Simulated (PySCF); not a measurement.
Gas-phase reaction: 2 SnH₃F + F₂ → 2 SnH₂F₂ + H₂

Computed with PySCF and rigid-rotor harmonic-oscillator thermochemistry at 1 bar. † marks an energy on the PBE0/def2-TZVP geometry and frequencies; other levels use their own. MP2 freezes the core. All species are closed-shell singlets. Sn: scalar-relativistic def2 core potential, no spin-orbit coupling. SnH₃F, SnH₂F₂: computed as isolated molecules; such fragments, hydroxides, amides, oligomers or adducts are transient or little studied in the gas. MP2 isn't extrapolated to the basis-set limit; its ΔH°(298 K) is -643.2 kJ in def2-SVP and -665.0 kJ in def2-TZVPP. The harmonic model lacks anharmonicity and excited electronic states, which grow with temperature; levels with a mode under 35 cm⁻¹ are left out.

ΔH° and ΔS° at 298 K: M06-2X/def2-TZVP† -680 kJ, -17 J/K; MP2/def2-SVP† -643 kJ, -17 J/K; PBE0/def2-TZVP -621 kJ, -17 J/K.

Q: With the heat capacities included, give log10 K (1 bar) at 1000, 1200, 1400, 1600, 2500 K from M06-2X/def2-TZVP†, MP2/def2-SVP†, PBE0/def2-TZVP.

A: 
```json
[
 {"T (K)": "1000", "M06-2X/def2-TZVP†": "35.0", "MP2/def2-SVP†": "33.1", "PBE0/def2-TZVP": "31.9"},
 {"T (K)": "1200", "M06-2X/def2-TZVP†": "29.1", "MP2/def2-SVP†": "27.5", "PBE0/def2-TZVP": "26.5"},
 {"T (K)": "1400", "M06-2X/def2-TZVP†": "24.9", "MP2/def2-SVP†": "23.6", "PBE0/def2-TZVP": "22.7"},
 {"T (K)": "1600", "M06-2X/def2-TZVP†": "21.8", "MP2/def2-SVP†": "20.6", "PBE0/def2-TZVP": "19.9"},
 {"T (K)": "2500", "M06-2X/def2-TZVP†": "13.9", "MP2/def2-SVP†": "13.1", "PBE0/def2-TZVP": "12.6"}
]
```
